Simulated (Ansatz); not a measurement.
Species: H$_{2}$GeO$_{2}$, charge 0, singlet. H2GeO2 (SMILES [OH][Ge][OH]).
B3LYP-D3(BJ)/def2-TZVP minimum from Ansatz (a quantum-chemistry and plane-wave program):
```xyz
5

Ge     0.0676    -0.0640     0.4171
O      0.9551     0.8536    -0.8468
H      1.7451     1.2882    -0.5066
O     -1.2091    -0.6129    -0.7213
H     -1.8752    -1.1649    -0.2966
```
Charge 0, spin multiplicity 1.

Hartree-Fock and MP2 correlation energies in hartree (Ansatz). UHF or UKS for unpaired electrons; spin-orbit terms are left out. Cores are frozen in correlated methods (noble-gas shells, and filled d and f shells in the p block). No relativity.

```json
[
 {"basis": "cc-pVTZ", "X": "3", "E(HF)": "-2226.40686", "E(corr, MP2)": "-0.58992"},
 {"basis": "cc-pVQZ", "X": "4", "E(HF)": "-2226.42484", "E(corr, MP2)": "-0.63622"},
 {"basis": "cc-pV5Z", "X": "5", "E(HF)": "-2226.42875", "E(corr, MP2)": "withheld"}
]
```

### Question
Fit E(corr) = E∞ + A/X³ to X = 3 and 4, predict X = 5, and compare with the run.

### Answer
A = (-0.58992 - (-0.63622))/(1/27 - 1/64) = 2.1623; E∞ = -0.63622 - A/64 = -0.67001; at X = 5, E∞ + A/125 = -0.65271. The run gave -0.65575, 3.04 mEh below the prediction. The same form on X = 4 and 5 gives E∞ = -0.67624, 6.23 mEh below the first estimate.
